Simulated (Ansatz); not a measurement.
`NBO[SiH2]Cl` + `BN[SiH3]` → `BN([SiH3])[SiH2]Cl` + `NBO`  (ligand exchange at the Si–O bond)

Calculated with Ansatz (gas phase, PBE0-D4/def2-TZVP geometries, no zero-point term in ΔE). CCSD(T)/CBS is the MP2 limit (def2-TZVPP, def2-QZVPP) plus CCSD(T) − MP2 in def2-TZVPP, frozen cores. This one scheme is used for every species. Functionals use def2-TZVPP. Each species was taken in one conformer, which may not be the lowest.

`NBO[SiH2]Cl`:

```xyz
10

N    -0.907   -0.675    1.848
B     0.030   -0.424    0.851
O    -0.310    0.410   -0.192
Si    0.502    0.810   -1.545
Cl    0.205   -0.609   -2.997
H    -0.716   -1.269    2.634
H    -1.834   -0.284    1.832
H     1.121   -0.923    0.909
H    -0.050    2.084   -2.046
H     1.959    0.881   -1.295
```

`BN[SiH3]`:

```xyz
9

B     0.662   -1.131    0.844
N     0.123    0.141    0.627
Si   -0.528    0.756   -0.871
H     0.697   -1.909   -0.066
H     1.075   -1.421    1.930
H     0.111    0.769    1.420
H    -1.953    1.146   -0.695
H    -0.409   -0.316   -1.884
H     0.222    1.965   -1.304
```

`BN([SiH3])[SiH2]Cl`:

```xyz
12

B    -1.525    0.134   -0.699
N    -0.268    0.048   -0.061
Si    0.303   -1.552    0.406
Si    0.703    1.461    0.200
Cl    2.376    1.390   -0.991
H    -1.944    1.194   -1.068
H    -2.166   -0.868   -0.861
H     1.576   -1.373    1.150
H     0.541   -2.385   -0.796
H    -0.704   -2.204    1.277
H     1.186    1.494    1.598
H    -0.078    2.661   -0.156
```

`NBO`:

```xyz
7

N    -0.717    0.031   -0.792
B     0.034   -0.054    0.383
O     1.392    0.128    0.312
H    -0.302    0.221   -1.688
H    -1.712   -0.092   -0.809
H    -0.513   -0.284    1.428
H     1.817    0.050    1.166
```

| species | PBE energy (Eh) |
| --- | --- |
| `NBO[SiH2]Cl` | -907.27077 |
| `BN[SiH3]` | -372.50880 |
| `BN([SiH3])[SiH2]Cl` | -1122.55809 |
| `NBO` | -157.20138 |

Task: Work out ΔE.

Result: ΔE = (-1122.55809) + (-157.20138) − (-907.27077) − (-372.50880) = 0.02010 Eh = +52.8 kJ/mol. CCSD(T)/CBS gives +50.4 kJ/mol.

Task: What do rigid-rotor, harmonic-oscillator terms from PBE0-D4/def2-TZVP frequencies (298.15 K, 1 bar) make of the CCSD(T)/CBS value? (Best estimate.)

Result: Computed: ΔZPE = -0.9 kJ/mol, ΔH = +49.3 kJ/mol, ΔS = -11 J/(mol·K), ΔG = +52.7 kJ/mol. Modes under 50 cm⁻¹ make the entropy rough.

Largest T1 diagnostic among the species: 0.012.

At CCSD(T), def2-SVP lies −4.0 kJ/mol from the extrapolated value and def2-TZVPP +0.6 kJ/mol. Leaving LDA and LC-ωPBE aside and taking each functional with its dispersion term where it has one, the values, not all of them listed here, spread over 14.9 kJ/mol, from revPBE-D4 to B2PLYP. LDA lies −4.4 kJ/mol from PBE without D4.
